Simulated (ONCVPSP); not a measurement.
## u(r) = r·R(r): atom against pseudo-atom (K)

Columns: radius, all-electron u(r) and pseudo u(r) of the 3s shell (level -35.34 eV) of potassium in the configuration [Ne] 3s2 3p6 4s1; PBE, scalar-relativistic, ONCV scheme, ONCVPSP 4.0.1.

```json
{"r (bohr)": "0.123", "all-electron": "-0.0914", "pseudo": "0.1663"}
{"r (bohr)": "0.245", "all-electron": "-0.4920", "pseudo": "0.3253"}
{"r (bohr)": "0.368", "all-electron": "-0.3440", "pseudo": "0.4737"}
{"r (bohr)": "0.490", "all-electron": "0.0298", "pseudo": "0.6037"}
{"r (bohr)": "0.613", "all-electron": "0.4071", "pseudo": "0.7130"}
{"r (bohr)": "0.735", "all-electron": "0.6930", "pseudo": "0.7963"}
{"r (bohr)": "0.858", "all-electron": "0.8762", "pseudo": "0.8530"}
{"r (bohr)": "0.980", "all-electron": "0.9648", "pseudo": "0.8815"}
{"r (bohr)": "1.103", "all-electron": "0.9823", "pseudo": "0.8836"}
{"r (bohr)": "1.225", "all-electron": "0.9508", "pseudo": "0.8618"}
{"r (bohr)": "1.348", "all-electron": "0.8884", "pseudo": "0.8198"}
{"r (bohr)": "1.470", "all-electron": "0.8102", "pseudo": "0.7630"}
{"r (bohr)": "1.593", "all-electron": "0.7246", "pseudo": "0.6957"}
{"r (bohr)": "1.715", "all-electron": "0.6396", "pseudo": "0.6237"}
{"r (bohr)": "1.838", "all-electron": "0.5579", "pseudo": "0.5502"}
{"r (bohr)": "1.960", "all-electron": "0.4829", "pseudo": "0.4797"}
{"r (bohr)": "2.083", "all-electron": "0.4146", "pseudo": "0.4136"}
{"r (bohr)": "2.205", "all-electron": "0.3545", "pseudo": "0.3542"}
{"r (bohr)": "2.328", "all-electron": "0.3013", "pseudo": "0.3012"}
{"r (bohr)": "2.450", "all-electron": "0.2555", "pseudo": "0.2555"}
{"r (bohr)": "2.573", "all-electron": "0.2156", "pseudo": "0.2156"}
{"r (bohr)": "2.695", "all-electron": "0.1818", "pseudo": "0.1818"}
{"r (bohr)": "2.818", "all-electron": "0.1527", "pseudo": "0.1527"}
{"r (bohr)": "2.940", "all-electron": "0.1282", "pseudo": "0.1282"}
{"r (bohr)": "3.063", "all-electron": "0.1073", "pseudo": "0.1072"}
{"r (bohr)": "3.185", "all-electron": "0.0897", "pseudo": "0.0897"}
```

(1) How many radial nodes do the two functions have?

(2) At about which radius was the pseudo-wave matched?

(3) Is the pseudo-wave norm-conserving?

Answers

(1) The all-electron 3s function has n − l − 1 = 2 (the table is too coarse to show those close to the nucleus); the pseudo-wave has 0, since the states of the same l below it are removed with the core.

(2) 2.45 bohr. The columns agree to 0.0005 from 2.21 bohr on; several derivatives are matched, so the curves merge somewhat inside the radius.

(3) Yes: the ONCV scheme keeps the norm inside the radius equal to the all-electron one, which fixes the energy derivative of the logarithmic derivative at the level.
